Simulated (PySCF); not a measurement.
An equivalent PySCF input for O³⁺ (oxygen, charge +3), [He] 2s2 2p1, 2P determinant, with no relativity, point nucleus:

```python
from pyscf import gto, scf, dft, mp, cc
import basis_set_exchange as bse
mol = gto.M(atom="O 0 0 0", charge=3, spin=1, symmetry="D2h",
            basis=gto.basis.parse(bse.get_basis("aug-cc-pwCVDZ", elements=["O"], fmt="nwchem")))
mf = dft.UKS(mol, xc="M06L")
mf.irrep_nelec = {'Ag': (2, 2), 'B2u': (1, 0)}
mf.kernel()
```

It reaches the same state as the run whose output follows, with an energy that differs only through the grid. The run itself started from symmetry-adapted Hartree-Fock orbitals and held the occupation by maximum overlap, on a logarithmic radial grid, so the iterations belong to that start.

```
SCF conv_tol = 1e-09
number electrons alpha = 3  beta = 2
XC functionals = M06L
    Y. Zhao and D. G. Truhlar.,  J. Chem. Phys. 125, 194101 (2006)
    Y. Zhao and D. G. Truhlar.,  J. Chem. Phys. 125, 194101 (2006)
    Y. Zhao and D. G. Truhlar.,  Theor. Chem. Acc. 120, 215 (2008)
cycle= 1 E= -71.2332910843407  delta_E= -0.00278  |g|= 0.00841  |ddm|= 0.145
cycle= 2 E= -71.2333065603998  delta_E= -1.55e-05  |g|= 0.000908  |ddm|= 0.00937
cycle= 3 E= -71.2333066973053  delta_E= -1.37e-07  |g|= 9.26e-05  |ddm|= 0.00101
cycle= 4 E= -71.2333066991555  delta_E= -1.85e-09  |g|= 1.75e-05  |ddm|= 9.74e-05
cycle= 5 E= -71.2333066994234  delta_E= -2.68e-10  |g|= 8.26e-06  |ddm|= 4.01e-05
converged SCF energy = -71.2333066994234  <S^2> = 0.75151118  2S+1 = 2.0015106
```
